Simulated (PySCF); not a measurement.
NMR data simulated for an unnamed compound:

$^{1}$H NMR (500 MHz, computed): δ 7.70 (m, 1H), 6.37 (m, 1H), 4.89 (m, 1H), 3.05 (m, 1H), 2.25 (s, 6H).

$^{13}$C{$^{1}$H} NMR (computed): δ 169.4 (CH), 144.2 (CH), 124.0 (C), 72.4 (CH), 46.0 (CH3).

PySCF 2.14 calculation with σ from GIAO-PBE0/pcSseg-1 and GFN2-xTB geometry; relativity neglected, in vacuum, one averaged value for each set of equivalent atoms, one computed conformer.

Shifts are taken against calculated references (same method and geometry level): $^{1}$H (σ = 31.72 ppm) and $^{13}$C (σ = 186.93 ppm) vs TMS.

Q: Which of these does the molecule contain: a non-aromatic C=C double bond, a Si–H bond, a (CH3)2CH unit, an aldehyde, a carboxylic acid, an N-methyl group?

A: 
- A non-aromatic C=C double bond: yes.
- A Si–H bond: yes (δH 4.89 (m)).
- A (CH3)2CH unit: no.
- An aldehyde: no.
- A carboxylic acid: no.
- An N-methyl group: yes (δC 46.0; δH 2.25 (s)).

The data belong to `CN(C)[C@@H]1C=C[Si@H]1C#N`, C₆H₁₀N₂Si; they needn't prove each group on their own.

Carbon signals by region: 1 in the far downfield region (above 160 ppm), 2 in the sp2 and nitrile region (100–160 ppm), 1 at 50–100 ppm, 1 below 50 ppm. Above 160 ppm: 169.4, alkene CH.

Shifts are as computed. Against solution values, carbons near 30 ppm lie about +3 ppm off and those near 130 ppm about +5 ppm. Of 1211 compounds with measured shifts, 218 miss one by over three times the rms of a fit or turn the order of signals round; such compounds aren't used in these exercises. No couplings were computed; multiplicities are counted from neighbouring protons, with m where these are inequivalent, close in shift, in a saturated or five-membered ring or joined by F or P, and br s for small geminal =CH2 splittings.
